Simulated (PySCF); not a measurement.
H2W, SMILES [WH2] (connectivity only; charge and spin as stated), neutral, multiplicity 5. Atoms are numbered in the order given.

```xyz
3

W      0.0000     0.0000    -0.0252
H      0.0000     1.4229     0.9342
H      0.0000    -1.4229     0.9342
```
Charge 0, spin multiplicity 5.

Coordinates come from a PBE-D3(BJ)/def2-TZVPD optimisation. The spin state was assumed, not searched. The def2 effective core potentials stand for the cores of W; spin–orbit coupling is left out.

The numbers are results of PBE/def2-TZVPD run with PySCF, not measurements.

Mulliken values depend strongly on the basis, most of all with diffuse functions as here. ESP charges are fitted to the potential on shells at 1.4 to 2.0 van der Waals radii. Atomic charges (e):

```csv
atom,Mulliken,ESP fit,Mulliken spin
W1,0.15,(withheld),4.24
H2,-0.08,(withheld),-0.12
H3,-0.08,(withheld),-0.12
```

Task: Fill in the missing entries. (Estimate from the structure and the level; the computed values follow.)

Result: 
- W1, ESP fit: 0.36
- H2, ESP fit: -0.18
- H3, ESP fit: -0.18
